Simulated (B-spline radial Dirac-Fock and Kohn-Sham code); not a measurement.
# Satellites and hypersatellites of the K lines of Pb³⁶⁺

System: the Pb³⁶⁺ ion in the configuration [Kr] 4d10.

Method: relaxed Dirac-Fock hole states (ΔSCF) with Breit and QED corrections and a finite nucleus. Computed with a radial B-spline solver. Each two-hole energy is an average over J within one jj subconfiguration, not an observable level; in light atoms, where LS coupling holds, the j-resolved values are not observed lines, and for a K spectator the Kα1 hypersatellite is nearly forbidden. The model has no electron correlation.

Lines without a spectator: Kα2 (K-L2) 72793.6 eV, Kα1 (K-L3) 74956.0 eV, Kβ3 (K-M2) 84441.4 eV, Kβ1 (K-M3) 84936.2 eV. Shifts in eV with one spectator hole (a dash: not computed, or left out as unreliable):

```
spectator hole      Kα2      Kα1      Kβ3      Kβ1
        K (1s)  +1151.9  +1261.8  +1499.9  +1526.5
    L2 (2p1/2)   +153.3   +213.0        –   +391.5
    L3 (2p3/2)   +103.1   +118.1   +273.5        –
    M2 (3p1/2)        –    +35.5    +66.9    +79.9
    M3 (3p3/2)   +16.85        –    +53.3    +55.4
    M4 (3d3/2)    +5.38    +2.16        –        –
    M5 (3d5/2)    -0.66    +4.21        –        –
```
